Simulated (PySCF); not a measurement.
Problem. Give a PBE0-D3(BJ)/def2-SVP geometry of `FC(F)[SiH](P)P`.

Solution. 
Z-matrix in Å and degrees, rows numbered from 1:
```
F 
C   1  1.3566
F   2  1.3632  1  107.97
Si  2  1.9285  1  110.37  3  -118.85
P   4  2.2648  2  105.59  1   175.79
P   4  2.2616  2  105.45  1    48.21
H   2  1.1062  1  108.02  3   116.04
H   4  1.4939  2  107.89  1   -68.77
H   5  1.4281  4   93.46  2   -79.48
H   5  1.4293  4   93.34  2  -173.67
H   6  1.4300  4   93.34  2   158.47
H   6  1.4298  4   92.09  2    64.81
```

P5 (three-coordinate phosphorus) is pyramidal (angles 94.0°, 93.5° and 93.3°, sum 280.8°, 0.86 Å off the plane of its three neighbours). Si4 (SiH silicon) is distorted tetrahedral (angles from 105.4° to 119.7°).

The calculation used PBE0-D3(BJ)/def2-SVP geometry optimisation, gas phase in PySCF.

Point group: C1 (no symmetry element, even within 0.4 Å). PBE0-D3(BJ)/def2-SVP frequencies: not computed here. One conformer, not necessarily the lowest (F1–C2–Si4–P5 176°, C2–Si4–P5–H -79° and -174°, C2–Si4–P6–H 158° and 65°).
